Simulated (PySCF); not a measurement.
Si(F)(OMe) (CH3FOSi), SMILES CO[Si]F (connectivity only; charge and spin as stated), neutral, multiplicity 1.

The structure is a stationary point at TPSSh-D3(BJ)/def2-SVP. The values are those of a single conformer.

Computed with TDA-LC-ωPBE/def2-SVPD run with PySCF 2.14.0.

Vertical excitations.  State labels are in the subgroup Cs.

```
state  symmetry  energy (eV)  λ (nm)      f                                                              main pairs
-----  --------  -----------  ------  -----  ----------------------------------------------------------------------
S1           A"         5.80     214  0.209                                                          HOMO→LUMO 94 %
S2           A"         7.02     177  0.025                                                        HOMO−2→LUMO 91 %
S3           A'         7.45     167  0.038                                                        HOMO−1→LUMO 80 %
S4           A'         7.86     158  0.371                                      HOMO→LUMO+1 48 %, HOMO→LUMO+2 38 %
S5           A'         8.45     147  0.517                                      HOMO→LUMO+4 61 %, HOMO→LUMO+2 19 %
S6           A'         8.77     141  0.106  HOMO→LUMO+3 36 %, HOMO→LUMO+1 27 %, HOMO→LUMO+2 21 %, HOMO→LUMO+4 11 %
S7           A"         9.10     136  0.002                                                      HOMO−1→LUMO+1 81 %
S8           A"         9.15     135  0.003                                                      HOMO−1→LUMO+2 76 %
S9           A"         9.25     134  0.010                                                        HOMO−3→LUMO 82 %
S10          A'         9.38     132  0.003                                  HOMO−2→LUMO+1 65 %, HOMO−2→LUMO+2 16 %
T1           A"         3.05     407      0                                                          HOMO→LUMO 96 %
T2           A'         5.54     224      0                                      HOMO→LUMO+2 59 %, HOMO→LUMO+1 26 %
T3           A'         6.11     203      0                                                        HOMO−1→LUMO 87 %
T4           A"         6.70     185      0                                                        HOMO−2→LUMO 91 %
```
Triplets are in the Tamm–Dancoff approximation.
